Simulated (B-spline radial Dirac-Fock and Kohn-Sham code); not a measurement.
**Tc⁺ 5s: cross section and angular parameters**

System: the Tc⁺ ion, configuration [Kr] 4d5 5s1; threshold 13.93 eV (orbital energy of the model). The computed values come from a radial finite-basis atomic code: Dirac-Hartree-Slater photoionisation with a Latter tail; cross sections with all multipoles, angular parameters from the dipole term and its interference with E2.

Input file task.json (cfg lists n, l and occupation; rrms is the nuclear radius in fm):

```json
{"items": [{
  "Z": 43,
  "q": 1,
  "cfg": [[1, 0, 2], [2, 0, 2], [2, 1, 6], [3, 0, 2], [3, 1, 6], [3, 2, 10], [4, 0, 2], [4, 1, 6], [4, 2, 5], [5, 0, 1]],
  "A": 97,
  "rrms": 4.4112,
  "do": "xps",
  "hv": [62.5, 100, 116.0, 133.0, 144.0, 147.0, 150, 173.0, 176.0, 196.0, 260.0, 267.0, 400, 767.0, 800, 933.0, 1030.0, 1680.0, 1790.0, 1820.0, 2984.4, 3030.0, 3330.0, 4000, 4460.0, 5180.0, 7390.0, 7800.0, 12000, 15000]
}]}
```

Command: `python xray2_run.py task.json out`

For linearly polarised light dσ/dΩ = σ/(4π) [1 + β P₂(cos θ) + (δ + γ cos²θ) sin θ cos φ], with θ from the polarisation vector and φ the angle between the beam and the projection of the electron momentum on the plane normal to the polarisation.

```
hν (eV)   σ (kb)      β       γ
   62.5     33.6  1.972   0.065
    100     23.1  1.983   0.167
    116     19.2  1.985   0.194
    133     16.0  1.986   0.214
    144     14.4  1.987   0.224
    147     14.1  1.987   0.226
    150     13.7  1.987   0.228
    173     11.3  1.988   0.242
    176     11.0  1.989   0.243
    196     9.49  1.989   0.251
    260     6.28  1.991   0.259
    267     6.03  1.991   0.259
    400     3.21  1.992   0.234
    767     1.11  1.994   0.118
    800     1.03  1.994   0.108
    933    0.791  1.995   0.071
   1030    0.666  1.995   0.046
   1680    0.278  1.995  -0.059
   1790    0.248  1.995  -0.068
   1820    0.240  1.996  -0.070
 2984.4   0.0947  1.996  -0.066
   3030   0.0920  1.996  -0.064
   3330   0.0766  1.996  -0.043
   4000   0.0533  1.996   0.018
   4460   0.0428  1.996   0.070
   5180   0.0315  1.996   0.158
   7390        ?      ?       ?
   7800   0.0133  1.996   0.512
  12000  0.00509  1.995   1.061
  15000  0.00304  1.995   1.413
```

Question: Give the values at 7390 eV.

Answer: σ = 0.0149 kb, β = 1.996, γ = 0.455. For an s subshell δ is negligible.
